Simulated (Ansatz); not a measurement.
BiB₁₀⁻. The state is a singlet with charge -1. Geometry PBE-D4/def2-SVPD.

```xyz
11

Bi   -0.9002    1.3636   -2.8794
B    -0.6940   -0.4459    0.2832
B    -1.4468   -0.1432   -1.3345
B     0.2042    0.3406   -1.0881
B    -0.5745   -0.9164    1.9743
B    -2.1909   -1.1370   -0.3200
B     1.9347    0.8067    1.1339
B     0.6313    0.0256    1.6361
B     1.7556    0.5639   -0.6404
B    -1.7794   -1.4661    1.1393
B     3.0600    1.0081    0.0956
```

In the def2 sets Bi takes a core potential; there is no spin–orbit coupling. The restricted singlet is unstable towards broken spin symmetry in Hartree–Fock (as tested in another run); at PBE-D4/def2-TZVPD, r2SCAN-D4/def2-TZVPD, B97M-V/def2-TZVPD, r2SCANh-D4/def2-TZVPD and others this wasn't settled. Another isomer (singlet) lies 2.02 eV lower at PBE0-D4/def2-TZVPD; other spin states weren't run for this one.

Q: Estimate the orbital energies around the gap (eV) in Ansatz with PBE-D4/def2-TZVPD, r2SCAN-D4/def2-TZVPD, B97M-V/def2-TZVPD, r2SCANh-D4/def2-TZVPD, PBE0-D4/def2-TZVPD.

A: 
```tsv
orbital	PBE-D4/def2-TZVPD	r2SCAN-D4/def2-TZVPD	B97M-V/def2-TZVPD	r2SCANh-D4/def2-TZVPD	PBE0-D4/def2-TZVPD
HOMO−9	-4.76	-5.15	-5.12	-5.62	-6.08
HOMO−8	-4.44	-4.69	-4.55	-5.08	-5.56
HOMO−7	-4.17	-4.51	-4.47	-5.01	-5.47
HOMO−6	-3.30	-3.56	-3.49	-3.95	-4.37
HOMO−5	-3.15	-3.40	-3.33	-3.77	-4.17
HOMO−4	-2.54	-2.75	-2.70	-3.13	-3.58
HOMO−3	-2.37	-2.52	-2.34	-2.79	-3.07
HOMO−2	-2.12	-2.28	-2.14	-2.58	-2.91
HOMO−1	-1.52	-1.66	-1.61	-1.97	-2.33
HOMO	-1.38	-1.53	-1.42	-1.84	-2.19
LUMO	-0.65	-0.64	-0.48	-0.43	-0.10
LUMO+1	0.25	0.36	0.51	0.61	0.95
LUMO+2	0.87	0.98	1.06	1.24	1.58
LUMO+3	1.26	1.44	1.44	1.69	1.95
LUMO+4	1.80	1.97	2.01	2.25	2.54
LUMO+5	2.02	2.41	2.08	2.62	2.60
```
